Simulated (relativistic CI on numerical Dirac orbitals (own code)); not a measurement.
Calculated at this level of theory: Dirac-Coulomb-Breit CI, separate exchange-only KLI orbitals for each configuration, a model potential for QED, valence Slater integrals scaled by 0.9, configuration energies shifted to the measured levels that pair with them (semi-empirical) (own radial code, finite nucleus).

Configurations in the expansion: 1s², 1s2s, 1s2p, 1s3s, 1s3d, 1s3p, 1s4s, 1s4d, 1s4p, 1s5d, 1s5p, 1s6d, 1s6p, 1s7p. Levels of other configurations are missing.

Configurations whose levels could be paired with our table of measured levels were shifted onto them, all but the ground configuration, by the median error of their levels; single terms can still be off by 1,000 to 2,000 cm⁻¹ or more, and rates follow the energies as ν³ (E1, M1) or ν⁵ (E2). The others borrow a shift and can be off by several thousand cm⁻¹ or more. 20 of the 20 excited levels that our extract of the measured tables holds in this range could be paired (the sources list more); they are missed by 234 cm⁻¹ on average and 2150 at most, after the shifts were fitted to these levels, and levels without a partner can miss by more.

Outline of the computed level scheme of O VII. Lowest level of each configuration: 1s² ¹S0 at 0.000 eV; 1s2s ³S1 at 560.984 eV; 1s2p ³P°0 at 568.546 eV; 1s3s ³S1 at 662.043 eV; 1s3p ³P°0 at 664.103 eV; 1s3d ³D1 at 665.101 eV; 1s4s ³S1 at 696.308 eV; 1s4p ³P°0 at 697.147 eV; 1s4d ³D1 at 697.587 eV.

Some strong electric-dipole decays among the lowest 27 levels: 1s2p ¹P°1 → 1s² ¹S0 (3.5e+12 s⁻¹); 1s3p ¹P°1 → 1s² ¹S0 (1.1e+12 s⁻¹); 1s4p ¹P°1 → 1s² ¹S0 (4.7e+11 s⁻¹); 1s3d ³D3 → 1s2p ³P°2 (1.6e+11 s⁻¹); 1s3d ¹D2 → 1s2p ¹P°1 (1.5e+11 s⁻¹); 1s3d ³D2 → 1s2p ³P°1 (1.2e+11 s⁻¹); 1s3d ³D1 → 1s2p ³P°0 (9.0e+10 s⁻¹); 1s3d ³D1 → 1s2p ³P°1 (6.7e+10 s⁻¹).
